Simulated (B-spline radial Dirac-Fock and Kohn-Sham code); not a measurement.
## O²⁻: photoemission with 2740 eV photons

System: O²⁻ in the configuration 1s2 2s2 2p6, inside a Watson sphere of charge +2 and radius 1.207 Å (a model of the Madelung potential; inside it an electron's potential energy is lowered by 23.9 eV).

Input of the calculation (task.json; shells as n, l, electrons):

```json
{"items": [{
  "Z": 8,
  "q": -2,
  "cfg": [[1, 0, 2], [2, 0, 2], [2, 1, 6]],
  "A": 16,
  "rrms": 2.6991,
  "watson": [2, 1.207],
  "do": ["binding", "quiet", "photo"],
  "hv": [33.7, 38.2, 40.81, 60.1, 100, 103.0, 195.0, 200, 360.0, 546.0, 800, 2740.0, 5414.7, 15000, 30000, 40000]
}]}
```

Launch: `python xray_run.py task.json out`

Calculated with a radial finite-basis atomic code, using the independent-particle Dirac-Slater model, thresholds from Dirac-Fock. The asymmetry parameter β is from the dipole term alone. Kinetic energies are from the vacuum level.

The last column is dσ/dΩ = σ/(4π) · [1 + β P₂(cos θ)] at θ = 0° from the polarisation vector of linearly polarised light.

| subshell | electrons | binding (eV) | kinetic (eV) | σ (kb) | β | dσ/dΩ (kb/sr) |
| --- | --- | --- | --- | --- | --- | --- |
| K (1s) | 2 | 535.1 | 2204.9 | 7.17 | 2.00 | 1.71 |
| L1 (2s) | 2 | 28.63 | 2711.4 | 0.317 | 2.00 | 0.0757 |
| L2 (2p1/2) | 2 | 9.70 | 2730.3 | 0.0108 | 0.37 | 0.00117 |
| L3 (2p3/2) | 4 | 9.68 | 2730.3 | 0.0212 | 0.36 | 0.00230 |

Branching ratios of the spin-orbit partners (statistical value in brackets): 2p 1.97 (2.00).
